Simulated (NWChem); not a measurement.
System: CH$_{4}$BI; SMILES CBI

All runs: NWChem. The geometry was optimised at PBE0/def2-SVP. Not confirmed as a minimum by frequencies. def2 effective core potentials on I; no spin-orbit coupling. Ions are spin-unrestricted doublets at the neutral geometry; other ion states weren't tried.

For level PBE/def2-SVP:

```yaml
vertical ionisation energy, ΔSCF (eV): 9.44
"−ε(HOMO) (eV)": 6.12
```

Question: How do the values read with level CAM-B3LYP/def2-SVP instead?

Answer: The vertical ionisation energy, ΔSCF (eV) comes out as 9.69 and the −ε(HOMO) (eV) comes out as 8.50.
